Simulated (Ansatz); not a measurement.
Species: CdI, net charge 0, doublet state. The spin state was set by rule; other spins were not relaxed. 
Coordinates optimised at B3LYP-D3(BJ)/def2-TZVP (Ansatz, a program for electronic structure):
```xyz
2

Cd     0.0000     0.0000    -1.4459
I      0.0000     0.0000     1.3095
```
Charge 0, spin multiplicity 2.

Dipole moments at this geometry, in debye (magnitudes).

```json
[
 {"level": "PBE/def2-TZVPD", "program": "Ansatz", "dipole (D)": "2.86"},
 {"level": "BLYP/def2-TZVPD", "program": "Ansatz", "dipole (D)": "2.75"},
 {"level": "revPBE/def2-TZVPD", "program": "Ansatz", "dipole (D)": "2.92"},
 {"level": "r2SCAN/def2-TZVPD", "program": "Ansatz", "dipole (D)": "3.12"},
 {"level": "B97M-V/def2-TZVPD", "program": "Ansatz", "dipole (D)": "3.06"},
 {"level": "B3LYP/def2-TZVPD", "program": "Ansatz", "dipole (D)": "3.08"},
 {"level": "PBE0/def2-TZVPD", "program": "Ansatz", "dipole (D)": "3.27"},
 {"level": "BHLYP/def2-TZVPD", "program": "Ansatz", "dipole (D)": "3.54"},
 {"level": "r2SCANh/def2-TZVPD", "program": "Ansatz", "dipole (D)": "3.24"},
 {"level": "HSE06/def2-TZVPD", "program": "Ansatz", "dipole (D)": "3.27"},
 {"level": "CAM-B3LYP/def2-TZVPD", "program": "Ansatz", "dipole (D)": "3.33"},
 {"level": "LC-wPBE/def2-TZVPD", "program": "Ansatz", "dipole (D)": "3.67"},
 {"level": "wB97X-V/def2-TZVPD", "program": "Ansatz", "dipole (D)": "3.58"},
 {"level": "CCSD(T)/def2-SVPD", "program": "Ansatz", "dipole (D)": "3.36"}
]
```
